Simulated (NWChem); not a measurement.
A series in which one site is exchanged, each optimised at PBE0/def2-SVP with NWChem, gas phase unless a solvent is named. All stand in one matching conformer (torsions within 35°), which need not be the lowest. This build's default masses of Se (78.918 u) and Br (79.917 u) are each other's, which moves their modes by up to 0.6 %. Some are not confirmed as minima by frequencies. def2 effective core potentials on I; no spin-orbit coupling.

A: [OH][Be][Br] (BeHOBr; site = Br)
B: [I][Be][OH] (BeHOI; site = I)
C: [OH][Be][Cl] (BeHOCl; site = Cl)

```tsv
quantity	A	B	C
dipole (D), PBE0/def2-SVP	(withheld)	2.52	2.50
orbital gap (eV), PBE0/def2-SVP	(withheld)	7.49	8.93
vertical ionisation energy, ΔSCF, CAM-B3LYP/def2-SVP (eV)	(withheld)	10.09	11.72
```

### Question
Complete the blanks.

### Answer

- dipole (D), PBE0/def2-SVP, A: 2.46
- orbital gap (eV), PBE0/def2-SVP, A: 8.36
- vertical ionisation energy, ΔSCF, CAM-B3LYP/def2-SVP (eV), A: 11.09
